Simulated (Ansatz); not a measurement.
Li7. Total charge 0; doublet. Geometry PBE/def2-TZVP, basis def2-TZVP, Ansatz.

```xyz
7

Li    0.7125   -1.9427   -1.5460
Li    1.8684    0.8644   -1.5614
Li   -1.5941    0.6699    1.9197
Li   -1.4305   -2.0641    0.6068
Li    0.9888   -0.4037    0.9609
Li    0.4443    2.4757    0.5800
Li   -0.9895    0.4004   -0.9600
```

| run | HOMO (eV) | LUMO (eV) |
| --- | --- | --- |
| A | -3.60 | -0.88 |
| B | -2.87 | -2.00 |
| C | -4.44 | -0.23 |
| D | -3.16 | -1.72 |
| E | -4.17 | -0.37 |
| F | -3.28 | -1.06 |

LC-ωPBE has ω = 0.4 bohr⁻¹. The structure comes from a short search, and lower isomers may exist.

HOMO and LUMO are taken over both spins.

**Question.** The runs used BHLYP, CAM-B3LYP, LC-ωPBE, PBE0, r2SCAN, ωB97X-V. Estimate which is which.

**Answer.** A CAM-B3LYP (range-separated); B r2SCAN (0 % exact exchange); C LC-ωPBE (range-separated); D PBE0 (25 % exact exchange); E ωB97X-V (range-separated); F BHLYP (50 % exact exchange). Exact exchange lowers occupied and raises empty levels; among semilocal functionals meta-GGAs tend to open the gap a little, and such runs are hard to tell apart. The gap grows from 0.87 eV (r2SCAN) to 4.21 eV (LC-ωPBE).
